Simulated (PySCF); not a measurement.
Species: C₈H₈S.
SMILES with atom numbers: `[CH3:1][C:2](=[S:3])[c:4]1[cH:5][cH:6][cH:7][cH:8][cH:9]1`

Geometry (GFN2-xTB, Å), atoms numbered from 1 in this order:
```xyz
17
C8H8S angstrom
C     -2.577   -0.556   -0.490
C     -1.684    0.106    0.508
S     -2.352    0.777    1.846
C     -0.249    0.132    0.275
C      0.591    0.858    1.127
C      1.954    0.894    0.920
C      2.515    0.199   -0.140
C      1.699   -0.529   -0.991
C      0.333   -0.562   -0.794
H     -3.616   -0.437   -0.193
H     -2.437   -0.122   -1.480
H     -2.353   -1.622   -0.551
H      0.151    1.397    1.953
H      2.583    1.465    1.587
H      3.582    0.225   -0.302
H      2.132   -1.076   -1.816
H     -0.279   -1.137   -1.470
```

Probes without a nucleus sit at each ring's centroid and 1 Å off its mean plane on both sides; NICS is minus the shielding there, NICSzz its component along the normal. Level: GIAO PBE0/pcSseg-1 (PySCF, non-relativistic, gas phase) on the GFN2-xTB geometry, one conformer.

Ring bond lengths (Å), with Mayer bond orders in brackets: C4–C5 1.400 (1.38), C5–C6 1.379 (1.48), C6–C7 1.386 (1.40), C7–C8 1.386 (1.43), C8–C9 1.381 (1.46), C9–C4 1.401 (1.38).

Give the NICS values of each ring in ppm.

| ring | type | NICS(0) | NICS(1), two faces | NICS(1)zz, two faces | rms pucker (Å) | centre to ring atoms, mean (Å) |
| --- | --- | --- | --- | --- | --- | --- |
| C4–C5–C6–C7–C8–C9 | 6-membered carbocycle; formal bonds all aromatic | -7.3 | -10.6 / -10.6 | -25.9 / -25.9 | 0.00 | 1.39 |

What can be read from them?

- C4–C5–C6–C7–C8–C9: mean NICS(1)zz -25.9 ppm, shielded. The ring is flat and has no four-coordinate atom; by the NICS criterion it is aromatic.

How equal are the bonds by HOMA? HOMA = 1 − mean of α(R − Ropt)² over the ring bonds, with Krygowski's 1993 parameters (CC: Ropt 1.388 Å, α 257.7 Å⁻²).

- C4–C5–C6–C7–C8–C9: HOMA 0.98 = 1 − EN − GEO, with mean bond length 1.389 Å, EN = α(Ropt − mean)² = 0.000 and GEO = α × variance = 0.019. The geometric and the magnetic index point the same way.

At the second NICS(1) probe listed for ring C4–C5–C6–C7–C8–C9, 1 Å off the ring, what do the in-plane components average?

The isotropic value is a third of the trace: (3 × -10.6 − (-25.9))/2 = -2.9 ppm.

List the ring angles and the Hirshfeld charges of the ring atoms.

- C4–C5–C6–C7–C8–C9: C4 118.2° (-0.014 e), C5 121.0° (-0.037 e), C6 120.1° (-0.043 e), C7 119.7° (-0.033 e), C8 120.5° (-0.047 e), C9 120.6° (-0.038 e); sum 720.0° against 720° for a flat convex ring.
